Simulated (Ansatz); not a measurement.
Species: H$_{3}$S$_{3}$Si, SMILES `S[Si](S)S` (charge 0, multiplicity 2).

Question: Give a relaxed geometry from Ansatz (a quantum-chemistry and plane-wave program) with PBE-D3(BJ)/def2-TZVP.

Answer: Several could match; the one computed here: the end point of this relaxation, one of several conformers (outside a Z-matrix the atoms follow the SMILES, hydrogens last).
Cartesian coordinates (Å) in one orientation:
```xyz
7

S     -1.611     0.926     0.886
Si     0.058     0.199    -0.273
S      1.778     0.136     1.028
S     -0.390    -1.829    -0.861
H     -1.122     2.189     0.948
H      2.631    -0.174     0.020
H     -1.343    -1.447    -1.748
```
